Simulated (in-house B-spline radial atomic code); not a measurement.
A run on neutral barium (an excited or competing configuration) that did not converge. Method: scalar-relativistic (X2C) TPSSh, spin-polarised, spherical fractional occupations, Fermi nucleus of rms radius 4.8378 fm; computed with an all-electron radial atomic-structure program (B-spline basis).

Command:
```bash
python run_scf.py task.json out
```
Settings (nuclear radius in fm, mass in u):
```
Z                56
configuration    [Kr] 4d10 4f1 5s2 5p5 6s2
hamiltonian      x2c
method           tpssh
spin_polarised   True
nucleus          fermi
rms_radius       4.8378
atomic_mass      137.90525
speed_of_light   137.035999084
```

First and last ten iterations of the last attempt (damped for 15 steps, keeping 80 % of the old Fock matrix, then DIIS):
```
 iter        energy (Eh)    residual
    1       -8133.582078    9.20e-02
    2       -8133.441776    5.72e-02
    3       -8133.568811    3.49e-02
    4       -8133.629469    1.95e-02
    5       -8133.661260    9.67e-03
    6       -8133.586193    2.40e-02
    7       -8133.638709    1.74e-02
    8       -8133.674580    5.91e-03
    9       -8133.585274    2.33e-02
   10       -8133.637457    1.83e-02
  111       -8133.685163    2.81e-05
  112       -8133.685163    2.98e-05
  113       -8133.685163    3.09e-05
  114       -8133.685163    3.18e-05
  115       -8133.685163    2.88e-05
  116       -8133.685163    2.79e-05
  117       -8133.685163    2.39e-05
  118       -8133.685163    1.88e-05
  119       -8133.685163    2.01e-05
  120       -8133.685163    4.13e-05
 not converged after 120 iterations
```

The smallest residual met was 1.2e-05; the threshold is about 6e-07. Over the last five steps the energy moves by less than 9e-07 hartree, but the orbitals didn't meet the threshold. Time taken, with all properties: 10 s on 1 thread of Arm Neoverse N1 (shared host).
